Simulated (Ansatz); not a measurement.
C₃H₈BGa, SMILES `[CH3][GaH][B]1CC1`. The species carries charge 0 and has multiplicity 1. Correlated methods include outer-core shells of Ga, which these sets cover unevenly. Scalar relativity is left out up to krypton.

```xyz
13

C    -2.576    0.863   -0.166
Ga   -1.219   -0.515   -0.564
B     0.735   -0.367   -0.018
C     2.189    0.072   -0.307
C     1.873   -0.617    0.998
H    -3.396    0.416    0.403
H    -2.180    1.708    0.396
H    -3.003    1.234   -1.102
H    -1.719   -1.788   -1.354
H     2.757   -0.471   -1.056
H     2.423    1.133   -0.288
H     1.893   -0.031    1.913
H     2.222   -1.636    1.144
```

(1) Give the diagnostics of a CCSD(T)/def2-TZVPP run (frozen core, Ansatz). (Best estimate.)

Answers

(1) Computed: T1 = 0.0123, largest single amplitude 0.024, largest double 0.029, (T) share of the correlation energy 4.0 %, 9 CCSD cycles. The RHF solution is stable towards an unrestricted one. T1 lies under the customary mark of 0.02 for closed shells.
